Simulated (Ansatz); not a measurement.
C3H7BSi at its PBE0-D4/def2-TZVP geometry, where that method's forces vanish. Charge 0, multiplicity 1. The bonds changed during the relaxation, so this is another structure than the one it started from.

```xyz
12

C    -0.6316   -1.3829   -0.8929
C    -0.5228   -0.3103   -1.5284
C     0.1760    0.8793   -1.3441
B     0.5669   -0.3364   -0.1749
Si   -0.0590    0.2312    1.6513
H    -1.0541   -2.3562   -0.7544
H    -0.3896    1.7321   -0.9814
H     0.9846    1.1139   -2.0282
H     1.6679   -0.7589   -0.3966
H    -0.1960   -0.9099    2.6032
H     0.8610    1.2171    2.2910
H    -1.4033    0.8809    1.5554
```

Q: What forces (eV/Å) does r2SCAN-D4/def2-TZVPP give on these atoms in Ansatz? (Best estimate.)

A: Computed: 
```
C1  -0.034 -0.294  0.214
C2  -0.122  0.183 -0.331
C3   0.059  0.095  0.028
B4   0.132 -0.037  0.110
Si5 -0.024  0.015  0.055
H6   0.004  0.034 -0.027
H7   0.003 -0.004 -0.022
H8  -0.018  0.008  0.001
H9  -0.013  0.009 -0.006
H10  0.003  0.022 -0.016
H11 -0.016 -0.017 -0.009
H12  0.025 -0.013  0.002
```
